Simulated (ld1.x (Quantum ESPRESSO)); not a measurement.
## Before and after: ultrasoft potential for Ga (Z = 31)

ld1.x (Quantum ESPRESSO) 7.5 input, shortened:

```
&input
   title='Ga', zed=31., rel=1, dft='PZ', iswitch=3,
   config='[Ar] 3d10 4s1.5 4p1.5'
 /
 &inputp
   pseudotype=3, tm=.true., lloc=-2, rcloc=1.05,
   nlcc=.true., new_core_ps=.true.,
   which_augfun='PSQ', rmatch_augfun_nc=.true.
 /
6
4S  1  0   1.50   0.00  1.25  1.75  0.0
4S  1  0   0.00   0.80  1.25  1.75  0.0
4P  2  1   1.50   0.00  1.85  2.20  0.0
4P  2  1   0.00   0.20  1.85  2.20  0.0
3D  3  2  10.00   0.00  1.00  1.40  0.0
3D  3  2   0.00  -0.90  1.00  1.40  0.0
 &test
   configts(1)='3d10 4s1.5 4p1.5'
 /
```

Change: local potential all-electron potential smoothed inside 1.25 bohr (lloc = -1).

Cutoffs: the cutoffs (Ry, on a coarse ladder) from which the occupation-weighted sum of valence levels, in a spherical-Bessel basis at the reference potential, stays within 10 and 1 mRy of its value at 400 Ry; they do not see the model core or the augmentation charge, which bear on the density cutoff. Errors are all-electron minus pseudo energies relative to the spin-unpolarised reference configuration.

Predict the effect on cutoff, ghosts and configuration errors.

The potential gets neither clearly harder nor softer (55 Ry and 100 Ry → 55 Ry and 100 Ry); the errors of the 9 common tests hardly move; the range in which the s phases agree widens (upper end 3.1 → at the end of the scan); neither file shows a bound ghost.

```tsv
quantity	base	changed
cutoff, loose	55 Ry	55 Ry
cutoff, tight	100 Ry	100 Ry
bound ghosts	none	none
error for 3d10 4s2 4p1, meV [ΔE -3.26 eV]	+0.5	+0.5
error for 3d10 4s2 4p0, meV [ΔE 2.63 eV]	-2.3	-2.3
error for 3d10 4s1 4p0, meV [ΔE 24.13 eV]	-8.0	-7.8
error for 3d9 4s2 4p1, meV [ΔE 24.70 eV]	-174	-158
error for 3d9 4s2 4p2, meV [ΔE 17.14 eV]	-204	-188
error for 3d10 4s2 4p0.5, meV [ΔE -1.14 eV]	-0.3	-0.2
error for 3d10 4s2 4p1.3, meV [ΔE -3.84 eV]	+0.6	+0.6
error for 3d10 4s1.5 4p1.5 (spin-polarised), meV [ΔE -0.58 eV]	-0.5	-0.5
error for 3d10 4s2 4p1 (spin-polarised), meV [ΔE -3.40 eV]	+0.4	+0.4
s: phases at 2.39 bohr within 0.05 rad from the reference energy up to (Ry; the scan ends near 5)	3.1	to the end of the scan
p: phases at 2.39 bohr within 0.05 rad from the reference energy up to (Ry; the scan ends near 5)	4.5	4.5
d: phases at 2.39 bohr within 0.05 rad from the reference energy up to (Ry; the scan ends near 5)	to the end of the scan	to the end of the scan
lowest overlap eigenvalue by channel	s 0.41, p 0.57, d 1.00	s 0.39, p 0.56, d 1.00
```
